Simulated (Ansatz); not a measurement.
The cluster Ta₂Te₄. Total charge 0; singlet. Geometry r2SCAN-D4/def2-SVP, that of the neutral singlet.

```
atom    x (Å)    y (Å)    z (Å)
 Ta1  -0.8626   0.2447  -1.8868
 Ta2   0.3704   0.0094   0.2227
 Te3   0.9439  -1.6562  -1.9819
 Te4  -0.2201  -1.8572   2.1606
 Te5  -0.6042   0.8071   2.6713
 Te6   0.3727   2.4522  -1.1860
```

In the def2 sets Ta, Te take a core potential; there is no spin–orbit coupling. At PBE0-D4/def2-TZVP a triplet of charge 0 lies 0.24 eV below the unrestricted singlet, which stands at the restricted singlet's geometry. The structure comes from a short search, and lower isomers may exist.

Task: Estimate the orbital energies around the gap (eV) in Ansatz with PBE-D4/def2-TZVP, r2SCAN-D4/def2-TZVP, PBE0-D4/def2-TZVP.

Result: 
```csv
orbital,PBE-D4/def2-TZVP,r2SCAN-D4/def2-TZVP,PBE0-D4/def2-TZVP
HOMO−5,-6.34,-6.60,-7.32
HOMO−4,-6.19,-6.45,-7.10
HOMO−3,-5.63,-5.87,-6.66
HOMO−2,-5.55,-5.85,-6.51
HOMO−1,-4.92,-5.15,-5.90
HOMO,-4.87,-5.03,-5.56
LUMO,-3.98,-4.01,-3.47
LUMO+1,-3.74,-3.63,-3.08
LUMO+2,-3.26,-3.18,-2.57
LUMO+3,-2.94,-2.87,-2.35
LUMO+4,-2.79,-2.68,-2.01
LUMO+5,-2.47,-2.40,-1.99
β HOMO,-4.87,-5.03,-5.56
β LUMO,-3.98,-4.01,-3.47
```
